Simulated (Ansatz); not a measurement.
Stepwise reaction of `C#[C][Al]([F])[F]` with hydrogen, as a gas-phase model of exchange steps in deposition or etching. ΔE in kJ/mol; ΔG adds harmonic PBE0-D4 terms to CCSD(T)/CBS, at 1 bar.

Program: Ansatz. Geometries: PBE0-D4/def2-TZVP. ΔE: electronic, gas phase. CCSD(T)/CBS is the MP2 limit (def2-TZVPP, def2-QZVPP) plus CCSD(T) − MP2 in def2-TZVPP, frozen cores. This one scheme is used for every species. Functionals use def2-TZVPP. B3LYP here is the variant with VWN-RPA as its local correlation; programs differ in this.

```
step                                          reaction  PBE-D4  B3LYP-D4  ωB97M-V  CCSD(T)/CBS  ΔG(400 K)
   1  `C#[C][Al]([F])[F]` + H₂ → `C#[C][AlH][F]` + H–F   156.3     164.1    161.5        162.5      158.8
```

(1) Give the row of step 2, `C#[C][AlH][F]` + H₂ → `C#[C][AlH2]` + H–F. (Best estimate.)

(2) By hand: ΔE of the 2 steps together at CCSD(T)/CBS.

## Answers

(1) Ansatz gave: 
```tsv
step	reaction	PBE-D4	B3LYP-D4	ωB97M-V	CCSD(T)/CBS	ΔG(400 K)
2	`C#[C][AlH][F]` + H₂ → `C#[C][AlH2]` + H–F	165.6	173.2	171.3	170.8	171.9
```

(2) (162.5) + (170.8) = 333.3 kJ/mol, or 166.7 kJ/mol a step.

In ΔE each step is higher than the one before. All are uphill at CCSD(T)/CBS. ΔG lies between 158.8 and 171.9 kJ/mol a step. PBE-D4 differs from CCSD(T)/CBS by -6.2 to -5.2 kJ/mol a step. Isolated molecules leave out the surface, adducts and barriers. Largest T1 diagnostic: 0.014.
